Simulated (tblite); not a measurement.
Species: C₅H₉BN₂.
Numbering: `[BH3-:1][N+:2]#[C:3][C@H:4]([CH3:5])[CH2:6][C:7]#[N:8]` (hydrogens: H9, H10, H11 on B1; H12 on C4; H13, H14, H15 on C5; H16, H17 on C6)
Bond orders are those of one Lewis drawing.

Computed with GFN2-xTB (tblite), gas phase: L-BFGS steps from a force-field or distance-geometry start until the largest atomic force falls under 0.01 eV/Å.

Step 49: E = -607.0192 eV
```
atom  x, y, z in Å  |  force x, y, z in eV/Å
B1      3.0418   -0.7720    0.4488    0.060  -0.011  -0.007
N2      1.6513   -0.3746    0.2792   -0.015  -0.010   0.001
C3      0.5555   -0.0758    0.0918   -0.035  -0.015  -0.051
C4     -0.8090    0.3009   -0.1966   -0.049   0.036   0.014
C5     -0.9409    1.8262   -0.2631    0.016  -0.009   0.003
C6     -1.7669   -0.2874    0.8642    0.000  -0.020  -0.001
C7     -1.7847   -1.7266    0.7733    0.041  -0.037   0.049
N8     -1.7835   -2.8637    0.6687   -0.029   0.005   0.005
H9      3.0330   -1.7237    1.1661   -0.025   0.014  -0.006
H10     3.4220   -1.0270   -0.6552   -0.001   0.012   0.043
H11     3.6009    0.1642    0.9309   -0.011   0.009  -0.002
H12    -1.0632   -0.1280   -1.1763   -0.018   0.014   0.004
H13    -1.9548    2.1028   -0.5379   -0.054  -0.009   0.003
H14    -0.7032    2.2778    0.6962    0.014  -0.003   0.043
H15    -0.2650    2.2292   -1.0100    0.070   0.029  -0.043
H16    -2.7825    0.0807    0.6875    0.034   0.015  -0.003
H17    -1.4578    0.0089    1.8719    0.003  -0.019  -0.052
```

Step 50: E = -607.0201 eV
```
atom  x, y, z in Å  |  force x, y, z in eV/Å
B1      3.0436   -0.7730    0.4490    0.008   0.008  -0.004
N2      1.6511   -0.3759    0.2742   -0.006  -0.013   0.008
C3      0.5552   -0.0768    0.0868   -0.024  -0.013  -0.033
C4     -0.8105    0.3025   -0.1964   -0.010   0.018  -0.009
C5     -0.9402    1.8279   -0.2628    0.004  -0.019   0.006
C6     -1.7671   -0.2885    0.8640    0.017  -0.014  -0.012
C7     -1.7820   -1.7277    0.7743    0.013  -0.034   0.049
N8     -1.7867   -2.8652    0.6740   -0.015   0.000   0.000
H9      3.0325   -1.7237    1.1671   -0.027   0.015  -0.006
H10     3.4269   -1.0272   -0.6525    0.007   0.000   0.017
H11     3.5997    0.1648    0.9307   -0.013   0.013   0.005
H12    -1.0671   -0.1248   -1.1758   -0.020   0.011  -0.008
H13    -1.9531    2.1042   -0.5403   -0.067  -0.002   0.003
H14    -0.7056    2.2787    0.6973    0.020   0.004   0.053
H15    -0.2630    2.2322   -1.0080    0.075   0.018  -0.039
H16    -2.7832    0.0778    0.6867    0.035   0.013   0.004
H17    -1.4575    0.0067    1.8713    0.002  -0.005  -0.034
```

**Question.** Estimate the geometry and energy of step 51. (The exact step hangs on the optimiser's Hessian estimate; all steps are aligned on step 50, rigid shifts and turns removed.)

**Answer.** E = -607.0207 eV, largest force 0.054 eV/Å
```
atom  x, y, z in Å  |  force x, y, z in eV/Å
B1      3.0452   -0.7737    0.4495   -0.040   0.025   0.000
N2      1.6509   -0.3772    0.2695   -0.004  -0.012   0.011
C3      0.5548   -0.0780    0.0816   -0.003  -0.012  -0.015
C4     -0.8118    0.3042   -0.1965    0.024  -0.005  -0.031
C5     -0.9394    1.8298   -0.2625   -0.005  -0.014   0.002
C6     -1.7667   -0.2896    0.8634    0.031  -0.008  -0.019
C7     -1.7797   -1.7290    0.7756   -0.012  -0.026   0.041
N8     -1.7907   -2.8667    0.6788   -0.002  -0.008  -0.002
H9      3.0317   -1.7236    1.1684   -0.027   0.015  -0.006
H10     3.4324   -1.0270   -0.6494    0.012  -0.011  -0.006
H11     3.5985    0.1657    0.9307   -0.015   0.016   0.013
H12    -1.0714   -0.1217   -1.1754   -0.019   0.009  -0.022
H13    -1.9531    2.1049   -0.5407   -0.048   0.004   0.009
H14    -0.7056    2.2791    0.6988    0.018   0.006   0.039
H15    -0.2616    2.2352   -1.0082    0.053   0.000  -0.011
H16    -2.7833    0.0754    0.6859    0.033   0.010   0.008
H17    -1.4571    0.0043    1.8703    0.004   0.011  -0.011
```

The energy changes by -0.0006 eV. The first-order estimate −F·Δx gives -0.0009 eV and the mean of the old and new forces, exact on a quadratic surface, -0.0006 eV. The step makes an angle of 68° with the force vector and moves no atom by more than 0.006 Å.

What follows is the cost of the whole relaxation. Hardware: one thread of an Arm Neoverse N1, shared host. Cost: 0.84 s.
